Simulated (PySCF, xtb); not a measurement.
Al(Et)(OH)(NH2) (C2H8AlNO), SMILES C[CH2][Al]([OH])[NH2].

GFN2-xTB run with xtb at its own geometry gives an orbital gap of 4.25 eV and a dipole moment of 0.42 D.

Geometry optimised at PBE0-D3(BJ)/def2-SVP. The structure was generated by enumeration; whether it is a known compound was not checked. The values are those of a single conformer.

Q: What does B3LYP/def2-TZVP in PySCF give? (An estimate is asked for; the answer gives what the named calculation found.)

A: gap 6.79 eV (levels -6.99 and -0.20 eV), dipole 1.87 D.
